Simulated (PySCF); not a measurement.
Species: C2H2F5Si (doublet state).
Geometry (PBE0-D3(BJ)/def2-SVP, Å), atoms numbered from 1 in this order:
```
atom  x, y, z in Å
F1    -1.2028    1.3970   -0.0843
C2    -1.1086    0.1424    0.3482
F3    -0.8126    0.1642    1.6452
F4    -2.2812   -0.4522    0.1894
C5    -0.0052   -0.5910   -0.4270
F6     0.0091   -1.8665    0.0277
F7    -0.3911   -0.6104   -1.7249
Si8    1.7800    0.1646   -0.2845
H9     1.7892    1.5452   -0.8462
H10    2.2324    0.1113    1.1347
```

The hyperfine couplings belong to this conformer and change with its torsions.

As a line formula: `FC(F)(F)C(F)(F)[SiH2]` [radical].

Method: UKS B3LYP, IGLO-III on C F Si, pcH-1 on H, non-relativistic, mean-field spin-orbit, GIAO in PySCF. Isolated species at its PBE0-D3(BJ)/def2-SVP geometry (one conformer only). No stability test was run, so a lower SCF solution isn't excluded.

Problem. Give the principal g shifts and their parts.

Solution. 
```json
{"Δg (ppm)": "relativistic mass correction", "1": "-137", "2": "-137", "3": "-137"}
{"Δg (ppm)": "gauge correction", "1": "10", "2": "61", "3": "54"}
{"Δg (ppm)": "orbital Zeeman/spin–orbit", "1": "-119", "2": "609", "3": "2062"}
{"Δg (ppm)": "total", "1": "-246", "2": "533", "3": "1979"}
```

So g = 2.00207, 2.00285, 2.00430 and g_iso = 2.00307; the tensor is rhombic: the two nearest values differ by 35 % of g3 − g1. Axes: g3 points within 10° of the C5–Si8 bond.

Problem. At 9.759 GHz, how far is the centre of the isotropic spectrum from where a free electron (g = 2.002319) resonates?

Solution. B = hν/(g μB) with μB/h = 13.99624 MHz/mT gives 348.23 mT for the free electron and 348.09 mT at g_iso, 0.13 mT lower.

Problem. How much does each term add to the isotropic shift?

Solution. The orbital-Zeeman/spin–orbit term 850, the mass correction -137 and the gauge correction 41 ppm, for a total of 755 ppm. The orbital-Zeeman/spin–orbit term is the largest in size. The mass correction is the same along every axis, so the anisotropy comes from the other two: their spans along these axes are 51 (gauge) and 2181 ppm (orbital Zeeman/spin–orbit).

Problem. What effective moment and Curie constant follow for a powder?

Solution. With the mean of g² = 4.0123 and S(S+1) = 0.75: μ_eff = √(⟨g²⟩S(S+1)) = 1.735 μB and χT = 0.12505·⟨g²⟩·S(S+1) = 0.376 cm³ K/mol (cgs; spin-Hamiltonian part alone).

Problem. In a frozen sample, at which fields do the three g values resonate at 9.5, 34, 94 and 263 GHz (hyperfine left aside), and which band first spreads them over more than twice a line width of 0.5 mT?

Solution. 
```csv
band,GHz,B(g3) mT,B(g2) mT,B(g1) mT,spread mT
X,9.5,338.65,338.89,339.03,0.38
Q,34.0,1212.01,1212.88,1213.35,1.35
W,94.0,3350.84,3353.26,3354.57,3.72
J,263.0,9375.23,9382.00,9385.65,10.42
```

The spread grows in proportion to the frequency. Q band is the first where it exceeds 1.0 mT.

The largest Mulliken spin population is on Si8 (+0.95). The angles at Si8 add up to 332.3°, so it is pyramidal.

The HOMO–LUMO gaps are 6.72 eV among the α and 5.56 eV among the β orbitals.
